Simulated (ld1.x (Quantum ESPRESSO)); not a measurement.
**u(r) = r·R(r): atom against pseudo-atom (Ar)**

Columns: radius, all-electron u(r) and pseudo u(r) of the 3p shell (level -10.40 eV) of argon in the configuration [Ne] 3s2 3p6; LDA (PZ), non-relativistic, TM scheme, ld1.x (Quantum ESPRESSO) 7.5.

| r (bohr) | all-electron | pseudo |
| --- | --- | --- |
| 0.062 | 0.1212 | -0.0050 |
| 0.125 | 0.2873 | -0.0201 |
| 0.188 | 0.3787 | -0.0449 |
| 0.250 | 0.3857 | -0.0782 |
| 0.312 | 0.3290 | -0.1196 |
| 0.375 | 0.2290 | -0.1689 |
| 0.438 | 0.1058 | -0.2241 |
| 0.500 | -0.0239 | -0.2831 |
| 0.562 | -0.1524 | -0.3451 |
| 0.625 | -0.2754 | -0.4098 |
| 0.688 | -0.3869 | -0.4745 |
| 0.750 | -0.4834 | -0.5366 |
| 0.812 | -0.5662 | -0.5954 |
| 0.875 | -0.6363 | -0.6502 |
| 0.938 | -0.6930 | -0.6985 |
| 1.000 | -0.7366 | -0.7383 |
| 1.062 | -0.7694 | -0.7697 |
| 1.125 | -0.7927 | -0.7927 |
| 1.188 | -0.8073 | -0.8073 |
| 1.250 | -0.8142 | -0.8142 |
| 1.312 | -0.8150 | -0.8150 |
| 1.375 | -0.8103 | -0.8103 |
| 1.438 | -0.8011 | -0.8011 |
| 1.500 | -0.7886 | -0.7886 |
| 1.562 | -0.7731 | -0.7731 |
| 1.625 | -0.7551 | -0.7551 |

(1) How many radial nodes do the two functions have?

(2) At about which radius was the pseudo-wave matched?

(3) Where does each function peak?

(4) Is the pseudo-wave norm-conserving?

Results:

(1) The all-electron 3p function has n − l − 1 = 1; the pseudo-wave has 0, since the states of the same l below it are removed with the core.

(2) 1.20 bohr. The columns agree to 0.0005 from 1.06 bohr on; several derivatives are matched, so the curves merge somewhat inside the radius.

(3) Outermost all-electron maximum near 1.31 bohr, pseudo maximum near 1.31 bohr (to the table’s step).

(4) Yes: the TM scheme keeps the norm inside the radius equal to the all-electron one, which fixes the energy derivative of the logarithmic derivative at the level.
